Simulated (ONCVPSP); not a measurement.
## LDA (Perdew-Wang 92) ONCV dataset for cerium, scalar-relativistic all-electron reference.

cerium (Ce), optimised norm-conserving Vanderbilt (ONCV), made with ONCVPSP 4.0.1 (LDA (Perdew-Wang 92), scalar-relativistic). Core [Kr] 4d10, reference 4f2 5s2 5p6 6s2. Waves: 5s+6s: rc 2.70 bohr, ncon 4, nbas 9, qcut 4.2 1/bohr, 2 projectors; 5p: rc 2.85 bohr, ncon 3, nbas 7, qcut 4.9 1/bohr, 2 projectors, debl 1.1 Ha; d scattering state at 0.26 Ha: rc 2.45 bohr, ncon 4, nbas 7, qcut 3.7 1/bohr, 2 projectors, debl 3.5 Ha; 4f: rc 1.85 bohr, ncon 5, nbas 9, qcut 8.2 1/bohr, 2 projectors, debl 2.4 Ha. Local part: polynomial inside 1.65 bohr (lpopt 2, dvloc0 2 Ha). Core correction: Teter function, fcfact 2.5, rcfact 1.4.

In the d channel the program set the typed energies aside and used 0.050, 3.550 Ha.

Question: Estimate the cutoffs (Ha) at which the residual kinetic energy of the hardest occupied pseudo-wave falls to 1 and 0.1 mHa per electron.

Answer: 44 Ha and 132 Ha.

Question: Does the potential have ghost states?

Answer: No bound ghost flagged but for a GHOST(-) flag that falls on a real empty level of the atom; no localised positive-energy state flagged.

Question: Which valence shell sets the plane-wave cutoff?

Answer: 4f: 44 Ha for 1 mHa per electron, against 5 Ha for 5s.

Tests left out (the all-electron energies of this program are off by 10 to 40 meV for near-neutral 4f atoms).
